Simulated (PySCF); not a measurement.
C₆H₁₁AsO.
SMILES with atom numbers: `[O:1]=[CH:2][C@@H:3]1[CH2:4][CH2:5][CH2:6][AsH:7][CH2:8]1` (hydrogens: H9 on C2; H10 on C3; H11, H12 on C4; H13, H14 on C5; H15, H16 on C6; H17 on As7; H18, H19 on C8)

A linear-response calculation (PySCF, def2-SVPD basis, gas phase, vertical, core orbitals frozen in the response) gave these numbers; the functional is withheld.

Orbital energies (eV): HOMO-3 -10.67, HOMO-2 -10.04, HOMO-1 -8.96, HOMO -8.24, LUMO 0.27, LUMO+1 1.17, LUMO+2 1.29.

```json
{"state": "S1", "E (eV)": "4.27", "f": "0.0021", "main configurations (H = HOMO, L = LUMO)": "H-1→L (62%), H→L (23%)"}
{"state": "S2", "E (eV)": "6.04", "f": "0.078", "main configurations (H = HOMO, L = LUMO)": "H→L (60%), H-1→L (16%), H→L+2 (12%)"}
{"state": "S3", "E (eV)": "6.43", "f": "0.066", "main configurations (H = HOMO, L = LUMO)": "H→L+1 (67%), H→L+2 (13%), H→L+3 (10%)"}
{"state": "S4", "E (eV)": "6.70", "f": "0.084", "main configurations (H = HOMO, L = LUMO)": "H→L+2 (55%), H→L+1 (10%), H→L (10%)"}
{"state": "S5", "E (eV)": "7.16", "f": "0.016", "main configurations (H = HOMO, L = LUMO)": "H-1→L+2 (16%), H-1→L+1 (15%), H-2→L (15%)"}
{"state": "S6", "E (eV)": "7.24", "f": "0.057", "main configurations (H = HOMO, L = LUMO)": "H→L+6 (38%), H→L+5 (25%)"}
```

Triplets, Tamm–Dancoff:

```
state  E (eV)  λ (nm)  main configurations (H = HOMO, L = LUMO)
   T1    3.69   336.5                    H-1→L (62%), H→L (21%)
   T2    5.25   236.0       H→L (37%), H→L+2 (18%), H→L+6 (11%)
   T3    5.45   227.4     H→L+1 (31%), H→L+2 (23%), H→L+3 (16%)
   T4    6.06   204.7     H-8→L (25%), H-7→L (24%), H-6→L (13%)
```

Vertical ionisation energy by ΔSCF with the same functional: 9.02 eV. Mean static polarisability: 101.9 au.

**Question.** Which of these was used?
A. HF
B. B3LYP
C. CAM-B3LYP
D. PBE

**Answer.** C. CAM-B3LYP is range-separated, 19% exact exchange at short range and 65% at long range (ω = 0.33 bohr⁻¹). In this run −ε(HOMO) = 8.24 eV differs from the ΔSCF value by -0.78 eV, and S1 differs from the orbital gap of 8.51 eV by -4.24 eV. The ratio −ε(HOMO)/IP is 0.91. Usual ranges for neutral molecules in this basis: 0.85 to 0.93 with CAM-B3LYP, 0.5 to 0.7 with PBE, 0.67 to 0.83 with B3LYP; Hartree–Fock can't fall below 1, since the ion's relaxation only lowers the ΔSCF value. The other options: PBE, a GGA without exact exchange; HF, time-dependent Hartree–Fock, 100% exact exchange; B3LYP, a global hybrid with 20% exact exchange.

The calculation used PySCF, TDDFT CAM-B3LYP/def2-SVPD, vertical, gas phase, core orbitals frozen in the response. Isolated species at its PBE0-D3(BJ)/def2-SVP geometry (one conformer only). The CAM-B3LYP/def2-SVPD calculation is non-relativistic and has no spin–orbit coupling, an omission that weighs most on arsenic.
